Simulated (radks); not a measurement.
Values are calculated unless marked as measured or tabulated.
The nuclear charge of the bromine ion Br+ is varied continuously with 34 electrons held in [Ar] 3d10 4s2 4p4. Code: a radial shooting solver on a logarithmic mesh with Libxc functionals. Model: scalar-relativistic Kohn-Sham, r2SCAN, spin-unpolarised, spherical densities, finite nucleus; meta-GGA in the generalised Kohn-Sham scheme; Fermi nuclear charge, rms radius 4.1629 fm. By the Hellmann-Feynman theorem dE/dZ = E(electron-nucleus)/Z, the electronic potential at the nucleus (averaged over a nucleus of fixed radius). The scalar-relativistic energy here is not variational (the density holds large components alone), so the two differ by a part that grows with Z.

| Z | E (hartree) | E(electron-nucleus)/Z (hartree) | HOMO | e(HOMO) (eV) | <r> HOMO (bohr) |
|---|---|---|---|---|---|
| 34 | -2430.35186 | -172.322 | 4p | -6.747 | 2.284 |
| 34.5 | -2517.49773 | -175.750 | 4p | -11.929 | 2.098 |
| 35 | -2606.36316 | -179.173 | 4p | -17.797 | 1.953 |
| 35.5 | -2696.94669 | -182.594 | 4p | -24.290 | 1.834 |
| 36 | -2789.24799 | -186.015 | 4p | -31.370 | 1.733 |

The central difference of E at Z = 35 is -179.449 hartree, to compare with the third column; the second derivative is -6.87 hartree.
